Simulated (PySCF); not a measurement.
C2BrClF2, SMILES F/C(Br)=C(/Cl)F.

Coordinates come from a TPSSh-D3(BJ)/def2-SVP optimisation.

The numbers are results of SMD-ωB97X/def2-SVP (PySCF), not measurements.

Solvation free energies are E(SMD) − E(gas) at the gas-phase geometry, for 1 M in both phases. Bromine has the revised SMD18 radius of 2.60 Å. In vacuum the dipole moment is 1.02 D.

Question: Rank water, chloroform, ethylethanoate by solvation free energy, most negative first.

Answer: chloroform (-2.3 kcal/mol), ethylethanoate (-1.8 kcal/mol), water (2.1 kcal/mol)
